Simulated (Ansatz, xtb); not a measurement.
**Two isomers of C5H9FSi**

Structure a: `F[SiH2]C=C1CCC1`, a singlet. Structure b: `CC#C[Si@H](F)CC`, a singlet. Both are isolated molecules in the gas phase, relaxed with B3LYP/def2-SVP; the shapes shown needn't be the lowest conformers.

a (Å):

```
atom    x (Å)    y (Å)    z (Å)
   C  -0.7611   1.5264   0.2078
   C  -1.0516   0.3022  -0.2572
   C  -2.2210  -0.6489  -0.0342
   C  -1.5462  -1.6661  -1.0022
   C  -0.3622  -0.6752  -1.2035
   F   1.6699   1.6161  -1.2582
  Si   0.7575   2.4977  -0.2238
   H   0.4269   3.7840  -0.9016
   H   1.5949   2.7911   0.9745
   H  -1.4826   1.9870   0.8990
   H  -3.1969  -0.2551  -0.3646
   H  -2.3336  -0.9920   1.0081
   H  -2.1236  -1.8788  -1.9136
   H  -1.2686  -2.6235  -0.5379
   H  -0.2241  -0.2978  -2.2294
   H   0.6204  -1.0307  -0.8540
```

b (Å):

```xyz
16

C     2.2740    0.3604   -1.3352
C     1.3638    0.0871   -0.2318
C     0.6044   -0.1456    0.6948
C    -1.9875    0.7142    2.0893
C    -2.8577    0.6780    0.8240
F    -1.1140   -1.9924    1.9229
Si   -0.5348   -0.4706    2.0858
H     1.7996    0.1380   -2.3052
H     3.1872   -0.2521   -1.2570
H     2.5783    1.4201   -1.3441
H     0.2104   -0.4281    3.3716
H    -2.5941    0.4847    2.9844
H    -1.5814    1.7294    2.2552
H    -3.2880   -0.3234    0.6639
H    -2.2723    0.9319   -0.0744
H    -3.6942    1.3926    0.8891
```

Estimate E(b) − E(a) at the level CCSD(T)/def2-SVP + ΔMP2/def2-TZVPP.

Calculated at CCSD(T)/def2-SVP + ΔMP2/def2-TZVPP: E(b) − E(a) = −11.8 kcal/mol, so structure b lies lower.

The same difference at several levels:

```tsv
level	geometry	E(b) − E(a) (kcal/mol)	departure from the last row (kcal/mol)	job, with rough time for the two
GFN2-xTB	GFN2-xTB	+18.7	+30.6	optimisation, 0.18 s
HF/STO-3G	GFN2-xTB	−3.1	+8.8	single point, 0.32 s
r2SCAN-D4/def2-SVP	GFN2-xTB	−7.6	+4.3	single point, 3.3 s
B3LYP/def2-SVP	B3LYP/def2-SVP	−9.0	+2.9	optimisation, 51 s
HF/def2-SVP	B3LYP/def2-SVP	−11.7	+0.1	part of the CCSD(T) run
MP2/def2-SVP	B3LYP/def2-SVP	−11.1	+0.7	part of the CCSD(T) run
CCSD(T)/def2-SVP	B3LYP/def2-SVP	−8.6	+3.3	single point
CCSD(T)/def2-SVP + ΔMP2/def2-TZVPP	B3LYP/def2-SVP	−11.8		single point, 82 s
```

As drawn, b has 1 C≡C, 1 C–Si, 1 C–H in place of 1 C=C, 2 C–C, 1 Si–H. Structure a has a 4-membered ring, b no ring.

GFN2-xTB puts the two in the other order. The largest departure from CCSD(T)/def2-SVP + ΔMP2/def2-TZVPP is that of GFN2-xTB, 30.6 kcal/mol. A small imaginary or near-zero mode remains, so no thermal terms are given. The last row adds to CCSD(T) the change of the MP2 difference between the two basis sets, here −3.3 kcal/mol, a large step that makes the value less sure.

The correlated steps freeze 11 core orbitals. Run with Ansatz 0.2.0, xtb 6.7.1; the last row on 4 threads of Arm Neoverse V2 on a shared host.
